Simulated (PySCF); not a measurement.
C₂H₁₁GeN₃, SMILES C[N](C)[GeH]([NH2])[NH2], singlet (GFN2-xTB optimised geometry):

```
17

Ge    -0.824     0.644     0.000
N     -1.242    -0.426    -1.401
N      1.001     0.644     0.000
N     -1.558    -0.158     1.459
C     -1.880     0.588     2.651
C     -1.235    -1.537     1.742
H     -1.460     2.035     0.000
H     -0.813    -0.218    -2.290
H     -2.227    -0.591    -1.548
H      1.459     1.230     0.682
H      1.460     0.766    -0.890
H     -2.770     0.162     3.127
H     -1.065     0.576     3.387
H     -2.092     1.622     2.382
H     -2.100    -2.039     2.189
H     -0.979    -2.035     0.810
H     -0.390    -1.632     2.435
```

Method: PBE0/def2-SVP (PySCF).

Question: What are the frontier orbital energies and the dipole moment?

Answer: HOMO-2 -7.02 eV, HOMO-1 -6.87 eV, HOMO -5.85 eV, LUMO 1.45 eV, LUMO+1 1.76 eV; dipole moment 1.60 D.

On the same geometry PBE/def2-SVP (PySCF) gives HOMO-2 -5.48 eV, HOMO-1 -5.34 eV, HOMO -4.48 eV, LUMO 0.54 eV, LUMO+1 0.89 eV; dipole moment 1.51 D.

Meta-Löwdin charges at PBE0/def2-SVP: Ge1 0.90, N2 -0.67, N3 -0.68, N4 -0.41, C5 -0.19, C6 -0.19, H7 -0.14, H8 0.21, H9 0.21, H10 0.21, H11 0.21, H12 0.09, H13 0.07, H14 0.10, H15 0.09, H16 0.11, H17 0.08.
